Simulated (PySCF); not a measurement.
Species: Ge2H7NSe.
SMILES with atom numbers: `[NH2:1][GeH2:2][Se:3][GeH3:4]` (hydrogens: H5, H6 on N1; H7, H8 on Ge2; H9, H10, H11 on Ge4)

Geometry (PBE0-D3(BJ)/def2-SVP, Å), atoms numbered from 1 in this order:
```xyz
11
Ge2H7NSe angstrom
N     -1.3712    0.3451    0.5016
Ge    -1.0293   -1.1150   -0.5555
Se     0.5950   -0.4162   -2.0990
Ge     1.8378    0.7605   -0.4649
H     -1.8606    1.1105    0.0461
H     -1.8087    0.1433    1.3967
H     -2.2119   -1.6483   -1.3952
H     -0.5026   -2.1982    0.4036
H      3.2537    0.8835   -1.0601
H      1.8825   -0.0498    0.8406
H      1.2557    2.1609   -0.2230
```

Theory: PBE0-D3(BJ)/def2-SVP geometry optimisation, gas phase in PySCF 2.14.0.

Take the most abundant isotopes and a rigid rotor. The values belong to one conformer with, in the numbering `[NH2:1][GeH2:2][Se:3][GeH3:4]`, H–N1–Ge2–Se3 70° and -161°, N1–Ge2–Se3–Ge4 42°.

Task: Give the principal moments of inertia and the rotational constants in cm⁻¹.

Result: Ia = 220.35, Ib = 510.50, Ic = 685.56 u·Å²; 505379 MHz·u·Å²/I gives 2294, 990.0 and 737.2 MHz, that is A = 0.07650, B = 0.03302, C = 0.02459 cm⁻¹.

Task: What kind of rotor is it?

Result: An asymmetric top; Ray's κ = -0.675.

Task: What does the inertial defect say?

Result: Not planar: Δ = Ic − Ia − Ib = -45.29 u·Å². For a rigid frame Δ = −2 Σ m c², so Σ m c² = 22.65 u·Å² lies off the ab plane: 9.45 from hydrogen and 13.20 from heavier atoms. The atom farthest from that plane is 1.76 Å away.

Task: Where do the levels up to J = 4 lie, in K?

Result: Above 0(0,0), as E/k:
J = 1: 1(0,1) 0.083, 1(1,1) 0.145, 1(1,0) 0.158
J = 2: 2(0,2) 0.247, 2(1,2) 0.299, 2(1,1) 0.335, 2(2,1) 0.523, 2(2,0) 0.525
J = 3: 3(0,3) 0.490, 3(1,3) 0.529, 3(1,2) 0.601, 3(2,2) 0.772, 3(2,1) 0.780, 3(3,1) 1.116, 3(3,0) 1.116
J = 4: 4(0,4) 0.807, 4(1,4) 0.833, 4(1,3) 0.953, 4(2,3) 1.102, 4(2,2) 1.125, 4(3,2) 1.450, 4(3,1) 1.451, 4(4,1) 1.928, 4(4,0) 1.928
The levels of one J sum to (2J + 1)J(J + 1)(A + B + C)/3.

Task: Which lines would a microwave search look for?

Result: The dipole components are |μa| = 1.38 D, |μb| = 2.00 D, |μc| = 0.50 D. Intensities carry the squares of the components, which stand as 0.47 : 1.00 : 0.06 (a : b : c). Some lines, for components of 0.1 D or more:

| type | branch | J(Ka,Kc) | MHz | lower level (cm⁻¹) |
| --- | --- | --- | --- | --- |
| a | Q | 4(2,2) ← 4(2,3) | 466 | 0.766 |
| b | Q | 1(1,0) ← 1(0,1) | 1556 | 0.058 |
| b | Q | 2(1,1) ← 2(0,2) | 1842 | 0.172 |
| b | R | 1(1,1) ← 0(0,0) | 3031 | 0.000 |
| b | Q | 3(2,1) ← 3(1,2) | 3717 | 0.418 |
| c | Q | 2(2,1) ← 2(1,1) | 3911 | 0.233 |
| a | R | 3(1,3) ← 2(1,2) | 4783 | 0.208 |
| a | R | 3(0,3) ← 2(0,2) | 5052 | 0.172 |
| b | Q | 3(2,2) ← 3(1,3) | 5068 | 0.367 |
| a | R | 3(2,2) ← 2(2,1) | 5181 | 0.364 |
| b | Q | 4(2,3) ← 4(1,4) | 5607 | 0.579 |
| b | R | 4(0,4) ← 3(1,3) | 5790 | 0.367 |
| b | R | 3(1,3) ← 2(0,2) | 5867 | 0.172 |
| a | R | 4(0,4) ← 3(0,3) | 6605 | 0.340 |
| a | R | 4(3,1) ← 3(3,0) | 6984 | 0.776 |
| b | R | 4(1,4) ← 3(0,3) | 7159 | 0.340 |
| b | Q | 3(3,1) ← 3(2,2) | 7170 | 0.536 |
| a | R | 4(2,2) ← 3(2,1) | 7186 | 0.542 |
| c | R | 2(2,1) ← 1(1,1) | 7871 | 0.101 |
| c | R | 3(2,1) ← 2(1,1) | 9255 | 0.233 |
| c | R | 4(2,2) ← 3(1,2) | 10903 | 0.418 |
| c | R | 3(3,1) ← 2(2,1) | 12351 | 0.364 |
| b | R | 4(2,2) ← 3(1,3) | 12417 | 0.367 |
| c | R | 4(4,1) ← 3(3,1) | 16925 | 0.776 |
| b | R | 4(4,0) ← 3(3,1) | 16925 | 0.776 |

Task: Estimate the classical rotational partition function at 10 K, 25 K and 100 K.

Result: Point group C1, symmetry number σ = 1; q = (√π/σ)·√((kT/h)³/(ABC)), k/h = 20836.6 MHz/K: 4120 at 10 K, 16300 at 25 K, 130000 at 100 K.

Stationary, but not proved a minimum. These are rigid-rotor constants of the computed structure; measured ground-state constants (B0) also hold zero-point vibration. A rigid rotor knows nothing of inversion at nitrogen or internal rotation, which can split or shift real lines. Quadrupole hyperfine structure (14N) is left out.
